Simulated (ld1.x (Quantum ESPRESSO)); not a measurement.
# Pseudopotential generation for Fe: PAW, PBE, scalar-relativistic.

- Element: Fe
- Generator: ld1.x (Quantum ESPRESSO) 7.5
- Type: PAW
- Functional: PBE
- Relativity: scalar-relativistic
- Frozen core: [Ar]
- Valence charge: 8
- Reference configuration: 3d5 4s0 4p0 (charge +3)
- Partial waves: 4s (bound, empty): rcut 1.55, rcutus 2.10 bohr; 4s channel at -1.9 Ry: rcut 1.55, rcutus 2.10 bohr; 4p (bound, empty): rcut 2.15, rcutus 2.45 bohr; 4p channel at -0.75 Ry: rcut 2.15, rcutus 2.45 bohr; 3d (bound): rcut 1.75, rcutus 1.95 bohr; 3d channel at -2.15 Ry: rcut 1.75, rcutus 1.95 bohr
- Local potential: all-electron potential smoothed inside 1.60 bohr (lloc = -1)
- Core correction: a·sin(br)/r model core inside 1.50 bohr
- Augmentation charge: GAUSS, radius 1.35 bohr

All-electron outer shells of the reference configuration (PBE, scalar-relativistic, ld1.x):

| shell | level (eV) | outermost node (bohr) | outermost maximum (bohr) |
| --- | --- | --- | --- |
| 3p | -96.96 | 0.30 | 0.71 |
| 3d | -43.22 | – | 0.70 |
| 4s | -31.30 | 0.98 | 2.02 |
| 4p | -24.13 | 1.05 | 2.29 |

What the tests gave:

```
Cutoffs needed                            : 30 Ry and 45 Ry (the cutoffs (Ry, on a coarse ladder) from which the occupation-weighted sum of valence levels, in a spherical-Bessel basis at the reference potential, stays within 10 and 1 mRy of its value at 400 Ry)
Ghost test                                : no extra level below or beside the all-electron valence levels (s, p, d, f tested) (spherical-Bessel basis up to 400 Ry, 20 bohr box)
Configuration tests                       : test run stopped at test 1 of 7 (negative rho)
Lowest eigenvalue of the overlap operator : 0.16 (d channel)
```

Generation and tests took about 2.8 s on one core of a shared server CPU.
